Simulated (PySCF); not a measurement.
**C₆ coefficients of unlike pairs at wB97M-V**

Calculated with PySCF 2.14 from the dipole response of each species, C₆(A,B) = (3/π) ∫ α_A(iu) α_B(iu) du, in atomic units, from isotropic polarisabilities. For ions this is the dispersion term alone; charge-induced terms of lower order in 1/R come first.

```tsv
species	configuration	basis	relativity	α (bohr³)	C₆ (like pair)
C	[He] 2s2 2p2 (3P)	aug-cc-pVTZ with one added diffuse shell each of s, p, d, f type (6s5p4d3f)	none	12.82	51.04
Ne⁺	[He] 2s2 2p5 (2P)	aug-cc-pVQZ-DK (6s5p4d3f2g)	spin-free X2C	1.370	2.408
Sn⁺	[Kr] 4d10 5s2 5p1 (2P)	def2-TZVPPD with the def2 core potential (28 electrons) (7s5p4d2f)	core potential	26.88	204.4
```

**Question.** Estimate C₆ for Sn⁺ with C.

**Answer.** The integral gives 101.9. The combination rule 2 C_A C_B / (C_A α_B/α_A + C_B α_A/α_B) gives 102.0 and the geometric mean 102.1.

No spin-orbit coupling is included.

The other pairs:

```tsv
pair	C₆
Sn⁺, Ne⁺	18.39
Ne⁺, C	9.081
```
